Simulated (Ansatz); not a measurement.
# Worked example: C4H9Br + C4H10 → C5H12 + C3H7Br

Species: C4H9Br (1-bromobutane) `CCCCBr`, singlet; C4H10 (butane) `CCCC`, singlet; C5H12 (pentane) `CCCCC`, singlet; C3H7Br `CCCBr`, singlet. The partners trade Br for CH3; both sit on C, so the bond types are kept.

Shapes, held fixed at every level: PBE0-D4/def2-TZVP. Flexible molecules stand in one conformer, not always the lowest. Programs: Ansatz 0.2.0. Electronic energies: no zero-point or thermal term.

At CCSD(T)/def2-TZVPP; 1 Eh = 2625.50 kJ/mol:

| species | energy (Eh) |
| --- | --- |
| C4H9Br | -2730.266627 |
| C4H10 | -158.155948 |
| C5H12 | -197.395313 |
| C3H7Br | -2691.026243 |

Q: Work out ΔE of the reaction at this level.

A: 
1. Products less reactants: (-197.395313) + (-2691.026243) − [(-2730.266627) + (-158.155948)] = 0.001019 Eh = +2.7 kJ/mol.

Other levels give +2.3 (B3LYP-D4/def2-TZVPP) to +2.8 kJ/mol (r2SCAN-D4/def2-TZVPP). No measured value is set beside it here. Relativity is left out for Br. Outer-core shells of Br are correlated, in sets that cover them unevenly. That is about zero within the method's error.
